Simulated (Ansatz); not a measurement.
A nudged elastic band was laid between two geometries of FGeH3 + H2 (7 atoms, charge 0, multiplicity 1).

Theory: RKS PBE0/def2-SVP (Ansatz).

* movable images: 5
* climbing image: yes
* spring: 5.0 eV/Å²
* optimiser: quadratic models (default)
* start path: through a guess of the saddle point
* force threshold: 0.05 eV/Å
* iteration limit: 60
* end points: relaxed

Image 0:

```xyz
7
Properties=species:S:1:pos:R:3
Ge 0.523 0.000 -0.386
F -0.125 0.000 1.239
H 2.050 0.000 -0.238
H 0.001 1.275 -1.063
H 0.001 -1.275 -1.063
H -3.133 0.000 2.128
H -2.387 0.000 1.975
```

Image 6:

```xyz
7
Properties=species:S:1:pos:R:3
Ge -0.183 -0.308 -0.374
F -0.768 1.140 2.374
H 1.109 -0.520 0.424
H -0.339 1.161 -0.783
H -0.186 -1.207 -1.621
H -1.391 -0.722 0.498
H -1.312 0.456 2.075
```

(1) Which bonds break or form, and what moves?

(2) What energy profile does the band end with?

(3) What is the geometry of the highest image?

The band took 18 iterations and roughly 2.3 core-minutes.

Answers

(1) Bonds broken: Ge1–F2, H6–H7. Bonds formed: Ge1–H6, F2–H7. FGeH3 + H2 becomes FH + GeH4.

(2) The run converged. The highest image is number 4 of 0 to 6, 178.4 kJ/mol above the first end and 153.3 kJ/mol above the last; the last end lies 25.1 kJ/mol above the first. Neighbouring images differ by up to 1.4 eV, so the band resolves the path poorly. A vibrational analysis at the climbing image gives one clearly imaginary mode, 1171i cm⁻¹: a first-order saddle point. The orbitals stay closed-shell, which can raise the energy where a bond breaks towards radicals; this wasn't checked here.

| image | path coordinate (Å) | energy (kJ/mol) | Ge1–F2 (Å) | H6–H7 (Å) | Ge1–H6 (Å) |
| --- | --- | --- | --- | --- | --- |
| 0 | 0.00 | 0.0 | 1.75 | 0.76 | 4.44 |
| 1 | 0.86 | 0.6 | 1.75 | 0.76 | 3.90 |
| 2 | 1.71 | 3.1 | 1.75 | 0.76 | 3.19 |
| 3 | 2.57 | 43.6 | 1.78 | 0.77 | 2.43 |
| 4 | 3.42 | 178.4 | 2.06 | 0.99 | 1.83 |
| 5 | 4.38 | 46.7 | 2.77 | 1.47 | 1.57 |
| 6 | 5.33 | 25.1 | 3.16 | 1.97 | 1.55 |

(3) 
```xyz
7
Properties=species:S:1:pos:R:3:forces:R:3
Ge -0.135 -0.030 -0.075 0.00 0.00 -0.01
F -0.228 0.326 1.949 -0.01 0.00 0.00
H 1.378 -0.126 0.202 0.01 0.00 0.00
H -0.504 1.290 -0.758 0.00 0.00 0.00
H -0.514 -1.276 -0.905 0.00 0.00 0.00
H -1.791 -0.229 0.689 -0.01 0.01 -0.01
H -1.276 0.045 1.491 0.02 -0.01 0.02
```

Run time: 2.3 min on 1 thread of Arm Neoverse V2 (shared host), peak memory 0.14 GiB.
